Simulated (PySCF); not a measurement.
Gas-phase reaction: Ge₃H₈ + GeH₂Cl₂ + 2 HCl = 4 GeH₃Cl

Computed with PySCF and rigid-rotor harmonic-oscillator thermochemistry at 1 bar. † marks an energy on the PBE0/def2-TZVP geometry and frequencies; other levels use their own. 6-31G* has spherical d functions here. All species are closed-shell singlets. B3LYP is the form with VWN-RPA correlation. Ge: all electrons, no relativistic terms. The harmonic model lacks anharmonicity and excited electronic states, which grow with temperature; levels with a mode under 35 cm⁻¹ are left out. Internal rotation in Ge₃H₈ is treated as a harmonic vibration of one conformer, which makes the entropy rough.

| level | ΔE electronic, kJ | ΔH°(298 K), kJ | ΔS°(298 K), J/K | ΔG°(600 K), kJ |
|---|---|---|---|---|
| B3LYP/6-31G* | -97 | -96 | -7 | -88 |
| B3LYP/def2-TZVP† | -83 | -82 | -5 | -76 |
| BLYP/def2-TZVP† | -78 | -77 | -5 | -70 |
| PBE0/def2-QZVP† | -66 | -65 | -5 | -59 |
| LDA/def2-TZVP† | -48 | -47 | -5 | -41 |
| ωB97M-V/def2-TZVP† | -79 | -78 | -5 | -71 |
ΔH° is lowest at B3LYP/6-31G* and highest at LDA/def2-TZVP†. No reference value is set beside these.
